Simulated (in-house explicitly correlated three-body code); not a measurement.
Computed with an exponentially correlated three-body code. Model: two electrons around a point charge, non-relativistic, variational in 260 exponentially correlated functions (energies converged to about 1e-7 hartree, or 1e-8 relative for large Z).

Command:
```bash
python run_hyl.py task.json out
```
Settings (lengths in bohr, energies in hartree):
```
Z                      9
screening              0.18
interaction_strength   1
functions              260
states_tried           13
```

Cost of the run: 50 s on 1 thread of Intel(R) Xeon(R) Platinum 8375C CPU @ 2.90GHz (Ice Lake) (shared host).

**Those bound S and P states to n = 4 that converged, binding against the one-electron ion.**

Given: nuclear charge 9; Yukawa screening of all interactions 0.18 1/bohr.

Computed: one-electron threshold -38.9039846 hartree.

| term | energy (hartree) | binding (eV) |
| --- | --- | --- |
| 1 1S | -72.5176693 | 914.67 |
| 2 3S | -46.0331348 | 193.99 |
| 2 3P | -45.7077391 | 185.14 |
| 2 1S | -45.7066811 | 185.11 |
| 2 1P | ? | ? |
| 3 3S | -41.3442322 | 66.403 |
| 3 1S | -41.2610817 | 64.14 |
| 3 3P | -41.2493461 | 63.821 |
| 3 1P | -41.1893995 | 62.189 |
| 4 3S | -39.8406941 | 25.489 |
| 4 1S | -39.8100843 | 24.656 |
| 4 3P | ? | ? |
| 4 1P | -39.776675 | 23.747 |

Question: What belongs in the row 2 1P?

Answer: energy (hartree): -45.4823326; binding (eV): 179.01.

Question: What belongs in the row 4 3P?

Answer: energy (hartree): -39.7989944; binding (eV): 24.354.

**Converged states only, values per electron or pair (inverse distances are <exp(-kr)/r>).**

```csv
term,mean r (bohr),mean r squared (bohr²),mean inverse r (1/bohr),mean r12 (bohr),mean inverse r12 (1/bohr),mean cosine,mean p1 dot p2 (bohr⁻²),delta r1 (bohr⁻³),delta r12 (bohr⁻³)
1 1S,0.17402,0.040608,8.5077,0.25649,5.1346,-0.014745,1.0827,215.22,23.231
2 3S,0.44042,0.31572,5.3515,0.74174,1.4204,-0.0049064,0.080799,127.71,-
2 3P,?,?,?,?,?,?,?,?,-
2 1S,0.4533,0.33798,5.3295,0.75937,1.6831,-0.0075203,0.093865,126.99,3.9837
2 1P,?,?,?,?,?,?,?,?,?
3 3S,0.91429,1.587,4.7746,1.6732,0.6069,-0.0015705,0.02279,119.21,-
3 1S,0.93403,1.6635,4.7686,1.7109,0.67346,-0.0023105,0.028308,119.06,1.1154
3 3P,0.87137,1.4502,4.7689,1.5898,0.67805,-0.016648,-1.1285,115.74,-
3 1P,0.88657,1.5059,4.7643,1.6149,0.72019,0.01166,1.1612,115.98,0.32963
4 3S,1.6324,5.413,4.5768,3.1041,0.2881,-0.00061768,0.0086451,117.19,-
4 1S,1.6618,5.6207,4.5743,3.1622,0.31192,-0.00090054,0.010989,117.13,0.42256
4 3P,1.6003,5.2332,4.5742,3.0407,0.31328,-0.0059665,-0.39983,115.88,-
4 1P,1.6229,5.3891,4.5722,3.084,0.32868,0.0041592,0.4197,115.96,0.12856
```

Question: What belongs in the row 2 3P?

Answer: mean r (bohr): 0.39005; mean r squared (bohr²): 0.24474; mean inverse r (1/bohr): 5.3323; mean r12 (bohr): 0.6521; mean inverse r12 (1/bohr): 1.7021; mean cosine: -0.071494; mean p1 dot p2 (bohr⁻²): -5.0119; delta r1 (bohr⁻³): 115.04.

Question: What belongs in the row 2 1P?

Answer: mean r (bohr): 0.40021; mean r squared (bohr²): 0.25963; mean inverse r (1/bohr): 5.3154; mean r12 (bohr): 0.64796; mean inverse r12 (1/bohr): 1.8538; mean cosine: 0.050065; mean p1 dot p2 (bohr⁻²): 4.8053; delta r1 (bohr⁻³): 116.17; delta r12 (bohr⁻³): 1.0622.

**Electric-dipole lines between converged S and P states, rate of the upper state's decay.**

```
s state  p state  p minus s (eV)  oscillator strength from s  rate (1/s)
   1 1S     2 1P          735.67                     0.70423  5.5128e+12
   1 1S     3 1P          852.49                     0.14175    1.49e+12
   1 1S     4 1P               ?                           ?           ?
   2 1S     2 1P          6.1048                    0.064083  3.4544e+07
   2 1S     3 1P          122.92                     0.36611  8.0011e+10
   2 1S     4 1P          161.36                    0.085394  3.2161e+10
   3 1S     2 1P         -114.87                   -0.054299  3.1088e+10
   3 1S     3 1P          1.9506                     0.12718  6.9989e+06
   3 1S     4 1P          40.393                     0.37117  8.7593e+09
   4 1S     2 1P         -154.35                   -0.011099  1.1474e+10
   4 1S     3 1P               ?                           ?           ?
   4 1S     4 1P         0.90911                     0.21434  2.5622e+06
   2 3S     2 3P          8.8545                    0.087479  9.9202e+07
   2 3S     3 3P          130.17                     0.34388  8.4282e+10
   2 3S     4 3P          169.64                    0.081798  3.4047e+10
   3 3S     2 3P         -118.74                   -0.056472  3.4548e+10
   3 3S     3 3P           2.582                     0.16187  1.5608e+07
   3 3S     4 3P          42.048                     0.34862  8.9151e+09
   4 3S     2 3P         -159.65                   -0.011295  1.2492e+10
   4 3S     3 3P         -38.331                    -0.12799  8.1603e+09
   4 3S     4 3P          1.1347                     0.25918  4.8268e+06
```

Question: What belongs in the row 1 1S 4 1P?

Answer: p minus s (eV): 890.93; oscillator strength from s: 0.048564; rate (1/s): 5.5756e+11.

Question: What belongs in the row 4 1S 3 1P?

Answer: p minus s (eV): -37.533; oscillator strength from s: -0.12079; rate (1/s): 7.3834e+09.

**Static dipole response.**

| state | polarisability (bohr³) |
| --- | --- |
| 1 1S | 0.0016236 |
| 2 3S | 0.84829 |
